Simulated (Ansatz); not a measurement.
The cluster ZrS3⁻, relaxed as a doublet with UKS PBE0-D4/def2-SVPD in Ansatz, starting from the GFN2-xTB geometry. Force threshold 0.02 eV/Å.

In the def2 sets Zr takes a core potential; there is no spin–orbit coupling. Another isomer (doublet) lies 0.50 eV lower at PBE0-D4/def2-TZVPD; other spin states weren't run for this one.

Start:

```xyz
4

Zr    0.114   -0.382    0.983
S     1.269   -0.348   -1.209
S    -2.139   -0.832    0.637
S     0.756    1.562   -0.412
```

Problem. Estimate the energy that the relaxation releases and the steps that it takes.

Solution. 22.8 kJ/mol, in 6 steps; 17 s on 4 threads of Arm Neoverse V1 on a shared host. No frequencies were taken in this run, so the end may be a saddle point.

Problem. Does the start keep its bonding and symmetry?

Solution. By distances, no bond broke or formed. The bond that changes most is Zr1–S3, from 2.32 to 2.27 Å (atoms count from 1). Point group Cs at the start, Cs at the end, both within 0.05 Å.

Problem. Predict the relaxed structure.

Solution. 
```xyz
4

Zr   -0.0770   -0.3301    0.7431
S     1.4190   -0.3157   -1.2054
S    -2.2500   -0.9597    0.8667
S     0.9081    1.6056   -0.4044
```
Bond lengths: 3 × S–Zr 2.27 to 2.46 Å; 1 × S–S 2.14 Å.
